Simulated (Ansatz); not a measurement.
Name a neutral molecule of Al, C, N, O and H with size of the dipole moment (PBE/def2-TZVPP) between 0.55 and 0.85 D and size of the dipole moment (ωB97M-V/def2-TZVPP) between 0.45 and 0.75 D (Ansatz, PBE0-D4/def2-TZVP geometry).

`C[O][Al]([CH3])[NH2]` (0.73 D, 0.71 D). Other molecules can fit too; these were computed, each in one conformer that needn't be the lowest.
